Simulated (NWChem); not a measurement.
System: SiHSCl, singlet; SMILES S[Si]Cl

Here is an NWChem input.

```
start job
memory heap 200 mb stack 900 mb global 1100 mb
geometry units angstroms noautoz
  Si     0.969693     0.039623     0.000000
  Cl    -0.431650     1.601031     0.000000
  S     -0.434936    -1.585349     0.000000
  H      0.537316    -2.527357     0.000000
end
basis spherical
  Si library aug-cc-pvdz
  Cl library aug-cc-pvdz
  S library aug-cc-pvdz
  H library aug-cc-pvdz
end
dft
  xc slater vwn_5
  iterations 150
  vectors input atomic output neutral.movecs
end
task dft energy
charge 1
dft
  odft
  mult 2
  vectors input atomic output cation.movecs
end
task dft energy
charge -1
dft
  odft
  mult 2
  vectors input atomic output anion.movecs
end
task dft energy
```

Low-valent species are run as closed-shell singlets; no triplet was tried in these runs. Coordinates come from a PBE0/def2-SVP optimisation.

Ions are spin-unrestricted doublets at the neutral geometry; other ion states weren't tried.

Question: Give the results of this calculation. (LDA (Slater exchange, VWN5)/aug-cc-pVDZ, vertical spin-unrestricted ions.) Quantities: vertical ionisation energy, ΔSCF (eV); −ε(HOMO) (eV).

Answer: 
| Quantity | Result |
|---|---|
| vertical ionisation energy, ΔSCF (eV) | 9.41 |
| −ε(HOMO) (eV) | 6.38 |
